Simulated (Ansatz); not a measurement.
Total energies of `CCP(C(C)(C)C)C(C)(C)C`.

Cartesian coordinates in Å:
```
C 0.8068 0.7002 -3.0203
C -0.1719 0.5301 -1.8663
P 0.5235 -0.4444 -0.4478
C -1.0344 -1.3128 0.1771
C -1.2248 -2.4767 -0.8006
C -0.7720 -1.9008 1.5603
C -2.3190 -0.4903 0.2116
C 1.0361 0.9023 0.7730
C 1.9686 1.8321 -0.0054
C -0.0797 1.7349 1.3893
C 1.8629 0.2457 1.8789
H 1.1450 -0.2723 -3.3849
H 1.6954 1.2613 -2.7277
H 0.3388 1.2309 -3.8543
H -0.5524 1.4989 -1.5270
H -1.0417 -0.0247 -2.2263
H -2.0966 -3.0689 -0.5018
H -1.3981 -2.1331 -1.8238
H -0.3511 -3.1318 -0.8117
H 0.1731 -2.4492 1.5922
H -1.5739 -2.6006 1.8191
H -0.7493 -1.1317 2.3343
H -3.1537 -1.1354 0.5092
H -2.2699 0.3305 0.9256
H -2.5688 -0.0722 -0.7652
H 2.4443 2.5308 0.6908
H 1.4326 2.4237 -0.7499
H 2.7612 1.2751 -0.5127
H -0.6940 1.1504 2.0758
H 0.3531 2.5611 1.9652
H -0.7345 2.1731 0.6321
H 2.2895 1.0194 2.5269
H 1.2689 -0.4189 2.5061
H 2.6862 -0.3365 1.4584
```

Charge 0, multiplicity 1. Geometry: relaxed with PBE0-D4/def2-TZVP. It is one conformer, not always the lowest. Basis def2-TZVPP, Ansatz 0.2.0.

RPA on PBE orbitals: Hartree–Fock energy of these orbitals -732.83725 Eh, correlation -3.28070 Eh (frozen core).

```tsv
functional	energy without D4 (Eh)	D4 term (kJ/mol)
B3LYP	-736.45657	-163.6
PBE-QIDH	-735.68082	–
```

**Question.** Give the same for LDA (SPW92), PBE, revPBE, BLYP, r2SCAN, B97M-V, PBE0, r2SCANh, r2SCAN0, HSE06 (plane-wave form), BHLYP, CAM-B3LYP, LC-ωPBE, ωB97X-V, ωB97M-V, B2PLYP. (Estimate.)

**Answer.** Ansatz gave: 
```
             functional  energy without D4 (Eh)  D4 term (kJ/mol)
            LDA (SPW92)              -731.40883                 –
                    PBE              -735.68926            -104.3
                 revPBE              -736.21331            -310.4
                   BLYP              -736.15014            -221.9
                 r2SCAN              -736.15101             -30.4
                 B97M-V              -736.36688                 –
                   PBE0              -735.80327             -90.0
                r2SCANh              -736.13815             -31.9
                r2SCAN0              -736.12113             -34.8
HSE06 (plane-wave form)              -735.77038             -83.9
                  BHLYP              -736.15664            -119.4
              CAM-B3LYP              -736.18933             -91.3
                LC-ωPBE              -736.08854                 –
                ωB97X-V              -736.27949                 –
                ωB97M-V              -736.17705                 –
                 B2PLYP              -735.91146                 –
```

B3LYP takes the VWN-RPA correlation (the form of Gaussian; ORCA's B3LYP/G). HSE06 is the plane-wave form, built on full-range PBE exchange. The double hybrids freeze the cores in their second-order part.

LC-ωPBE has ω = 0.4 bohr⁻¹.
